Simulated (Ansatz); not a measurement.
`[SiH3][O][GaH2]` + `BO` → `O[BH][GaH2]` + silanol  (formal exchange of groups at a Ga–O bond)

Calculated with Ansatz (gas phase, PBE0-D4/def2-TZVP geometries, no zero-point term in ΔE). CCSD(T)/CBS is the MP2 limit (def2-TZVPP, def2-QZVPP) plus CCSD(T) − MP2 in def2-TZVPP, frozen cores. This one scheme is used for every species. For Ga outer-core shells are correlated without core-valence functions, which leaves a few kJ/mol of doubt a bond. Scalar relativity is left out up to krypton. One conformer a species, not always the lowest.

```
          species  CCSD(T)/CBS(def2) energy (Eh)
`[SiH3][O][GaH2]`                    -2291.24790
             `BO`                     -101.80414
    `O[BH][GaH2]`                    -2026.31965
        `O[SiH3]`                     -366.69042
```

**Question.** Work out ΔE.

**Answer.** ΔE = (-2026.31965) + (-366.69042) − (-2291.24790) − (-101.80414) = 0.04197 Eh = +1.14 eV.

**Question.** What do rigid-rotor, harmonic-oscillator terms from PBE0-D4/def2-TZVP frequencies (298.15 K, 1 bar) make of the CCSD(T)/CBS value? (An estimate is asked.)

**Answer.** Ansatz gave: ΔZPE = +0.02 eV, ΔH = +1.16 eV, ΔS = -1 J/(mol·K), ΔG = +1.16 eV.

Largest T1 diagnostic among the species: 0.014.

In def2-TZVPP, CCSD(T) changes the Hartree–Fock value by −0.14 eV (the triples alone add −0.00 eV) and MP2 by −0.07 eV. From PBE to PBE0 (25 % exact exchange), in def2-TZVPP and without D4, ΔE moves by +0.04 eV. At CCSD(T), def2-SVP lies +0.19 eV from the extrapolated value and def2-TZVPP +0.04 eV.
